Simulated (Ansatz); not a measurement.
`B/C=C(/O)OC`, relaxed with RKS PBE-D4/def2-SVP in Ansatz from a rough embedded geometry. The force threshold is 0.03 eV/Å; the program also tests the step.

Total charge 0; spin multiplicity 1.

Start:

```xyz
13

B    -0.786    1.515    1.835
C    -0.957    0.049    1.306
C    -0.334   -0.438    0.213
O    -0.700   -1.823   -0.154
O     0.522    0.339   -0.537
C     1.213   -0.145   -1.690
H    -0.010    2.224    1.247
H    -1.308    1.858    2.766
H    -1.633   -0.604    1.906
H    -0.223   -2.227   -0.927
H     1.855    0.681   -2.060
H     1.840   -1.022   -1.419
H     0.522   -0.409   -2.484
```

```json
{"step": "1", "energy (eV)": "-7978.0727", "largest force (eV/Å)": "3.262", "largest move (Å)": "0.000"}
{"step": "2", "energy (eV)": "-7978.5518", "largest force (eV/Å)": "2.093", "largest move (Å)": "0.193"}
{"step": "3", "energy (eV)": "-7978.6232", "largest force (eV/Å)": "1.408", "largest move (Å)": "0.050"}
{"step": "4", "energy (eV)": "-7978.7103", "largest force (eV/Å)": "0.756", "largest move (Å)": "0.179"}
{"step": "5", "energy (eV)": "-7978.7254", "largest force (eV/Å)": "0.411", "largest move (Å)": "0.136"}
{"step": "6", "energy (eV)": "-7978.7397", "largest force (eV/Å)": "0.142", "largest move (Å)": "0.091"}
{"step": "7", "energy (eV)": "-7978.7415", "largest force (eV/Å)": "0.029", "largest move (Å)": "0.027"}
```

End:

```xyz
13

B    -0.786    1.494    1.834
C    -0.959    0.082    1.325
C    -0.316   -0.439    0.222
O    -0.552   -1.702   -0.184
O     0.571    0.291   -0.489
C     1.146   -0.237   -1.670
H    -0.039    2.281    1.276
H    -1.402    1.868    2.818
H    -1.627   -0.650    1.810
H    -0.002   -1.927   -0.959
H     1.853    0.528   -2.039
H     1.726   -1.171   -1.480
H     0.386   -0.419   -2.464
```

Run time 10 s (4 threads of an Arm Neoverse V1 on a shared host); peak host memory 0.16 GiB.
